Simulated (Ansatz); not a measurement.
Z-matrix (Å, degrees):
```
Si
Ge 1 2.379
H 1 1.487 2 110.7
H 1 1.487 2 110.6 3 120.8
H 1 1.487 2 109.2 3 -119.6
Si 2 2.379 1 110.0 3 -179.9
Si 2 2.379 1 109.9 3 58.9
H 2 1.543 1 109.0 3 -60.5
H 6 1.487 2 110.6 1 59.0
H 6 1.487 2 109.2 1 -60.6
H 6 1.487 2 110.7 1 179.8
H 7 1.487 2 110.6 1 179.7
H 7 1.487 2 109.2 1 60.1
H 7 1.487 2 110.6 1 -59.5
```

The species carries charge 0 and has multiplicity 1.

List the r2SCAN/def2-TZVPP orbital energies in eV (Ansatz). (An estimate is asked.)

The calculation gave: Occupied: -10833.98, -1791.10, -1791.10, -1791.10, -1349.14, -1199.18, -1199.18, -1199.18, -167.27, -141.58, -141.58, -141.58, -116.96, -116.96, -116.95, -96.44, -96.44, -96.44, -96.42, -96.42, -96.42, -96.42, -96.42, -96.42, -30.25, -30.22, -30.22, -30.19, -30.19, -15.30, -13.75, -13.75, -12.17, -9.39, -9.13, -9.13, -8.90, -8.90, -8.82, -8.02, -7.13, -7.13. Lowest empty: -0.67, -0.62, -0.62, -0.45, 0.11, 0.12, 1.01, 1.17.
